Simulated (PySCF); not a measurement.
**PrCl3(NH3) at several levels of theory**

Computed with PySCF 2.14.0 (density fitting, no spin-orbit coupling) at the geometry relaxed with PBE0:

```xyz
8
PrCl3(NH3) (singlet in the valence; each metal's 4f electrons, 2 of them, lie in its core potential, out of spins and levels)
Pr    0.0480   -0.0480    0.0480
Cl    1.1923    1.9735    1.1923
Cl   -1.9735   -1.1923    1.1923
Cl    1.1923   -1.1923   -1.9735
N    -1.4430    1.4430   -1.4430
H    -2.0531    2.0531   -0.8946
H    -0.8946    2.0531   -2.0531
H    -2.0531    0.8946   -2.0531
```

| level | basis | state | HOMO (eV) | gap (eV) | charge on Pr1 (e) | population of f-type functions on Pr1 (polarisation alone where 4f lies in the core) | dipole about the centre of mass (D) | largest force component (eV/Å) |
| --- | --- | --- | --- | --- | --- | --- | --- | --- |
| PBE0 | Pr lcecp-1-SVP with ECP48, Cl def2-SVP, N def2-SVP, H def2-SVP | singlet | -8.35 | 7.15 | 0.89 | 0.07 | 4.94 | 0.00 |
| PBE0 | Pr lcecp-1-TZVP with ECP48, Cl def2-TZVP, N def2-TZVP, H def2-TZVP | singlet | -8.50 | 7.19 | 1.40 | 0.09 | 4.84 | 0.22 |

In the lcecp rows the 4f levels are missing from HOMO and gap, and the state counts the valence alone.

Charges are Mulliken's, which hang on the basis. The relaxation used the grid (50, 194), these runs (75, 302) or, all-electron (x2c bases, spin-free X2C Hamiltonian), (99, 590).

Problem. A further run in the first row's basis gives HOMO (eV) -6.90, gap (eV) 5.15, charge on Pr1 (e) 0.75, population of f-type functions on Pr1 (polarisation alone where 4f lies in the core) 0.06, dipole about the centre of mass (D) 4.90, largest force component (eV/Å) 0.23. Which level was it?
A. revPBE
B. wB97X

Solution. A. The others give HOMO -10.71 eV (wB97X).

In the first row's basis the gap widens with exact exchange: 5.1 eV for revPBE (none); 7.2 eV for PBE0 (a fixed share); 11.2 eV for wB97X (rising or full at long range).

An lcecp potential fixes the number of 4f electrons, so in runs with it no electron can move into or out of that shell.
